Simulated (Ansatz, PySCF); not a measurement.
Energy difference 2 R1 + R2 + 3 R3 → 5 P1 + P2, each structure at its B3LYP-D3(BJ)/def2-TZVP stationary point, reached from a drawn start (curvature not checked).
P1, H2 (SMILES [H][H]) (charge 0, multiplicity 1):
| atom | x (Å) | y (Å) | z (Å) |
|---|---|---|---|
| H | 0.0000 | 0.0000 | 0.3720 |
| H | 0.0000 | 0.0000 | -0.3720 |
R1: H2O (SMILES O), charge 0, multiplicity 1.
R2: HCl (SMILES Cl), charge 0, multiplicity 1.
R3, SiH4 (SMILES [SiH4]) (charge 0, multiplicity 1):
```xyz
5

Si     0.00000     0.00000     0.00000
H      0.85468     0.85468     0.85468
H     -0.85468    -0.85468     0.85468
H     -0.85468     0.85468    -0.85468
H      0.85468    -0.85468    -0.85468
```
P2, ClH7O2Si3 (SMILES [SiH3]O[SiH](Cl)O[SiH3]) (charge 0, multiplicity 1):
```csv
atom,x (Å),y (Å),z (Å)
Si,0.0319,1.4322,-0.4346
O,-1.3623,0.6201,-0.3444
Si,-2.2609,-0.4887,0.4778
O,1.2544,0.4590,-0.8545
Si,2.1877,-0.8029,-0.3523
Cl,0.4442,2.2411,1.4196
H,-0.0901,2.5112,-1.4123
H,-1.6990,-0.6924,1.8308
H,-3.6465,0.0136,0.5746
H,-2.2391,-1.7656,-0.2675
H,3.2310,-0.3175,0.5750
H,1.3392,-1.8034,0.3355
H,2.8097,-1.4069,-1.5475
```

P less R. No zero-point or thermal terms. One arrangement of each flexible species, with no search for the lowest.

The values were computed with Ansatz (Gaussian orbitals); PySCF for the D3/D4 terms. Each number belongs to the level named beside it.

Question: One of these levels gives -90.30 kcal/mol for the reaction energy. Which one is it?
(A) HF/cc-pV(D+d)Z
(B) PBE-D3(BJ)/def2-TZVPP
(C) BLYP-D4/def2-TZVPP

Answer: B, PBE-D3(BJ)/def2-TZVPP. The others give -72.18 (HF/cc-pV(D+d)Z), -100.92 (BLYP-D4/def2-TZVPP)

Ansatz is a quantum-chemistry and plane-wave program.
